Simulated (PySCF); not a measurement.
# Polarisability and C₆ of Ba (barium, neutral)

[Xe] 5d2, high-spin 3F determinant (an excited configuration). Computed with PySCF 2.14 in aug-cc-pwCVTZ-X2C with one added diffuse shell each of s, p, d, f type (12s11p9d5f, 125 functions), with scalar relativity by spin-free X2C-1e. Coupled (time-dependent) response in atomic units; α is the mean over directions.

```tsv
method	mean α (bohr³)	C₆ (like pair)	S(−4)
UHF	2083	25570	43000000
```

S(−4) is the Cauchy moment in α(ω) = α(0) + S(−4) ω² + …

Spin-orbit coupling is absent.

α(iu) at UHF:

```tsv
u (hartree)	α(iu) (bohr³)
0	2083
0.0500	136.4
0.100	81.50
0.200	42.32
0.300	27.34
0.500	15.55
0.750	9.693
1.00	6.727
1.50	3.827
2.00	2.501
3.00	1.357
5.00	0.6263
```

A single London oscillator, α(iu) = α/(1 + u²/ω²), gives C₆ = (3/4) ω α². Matching the computed C₆ needs ω = 4 × 25570 / (3 × 2083²) = 0.00786 hartree.

Spin-orbit coupling, absent here, splits the open shell strongly.
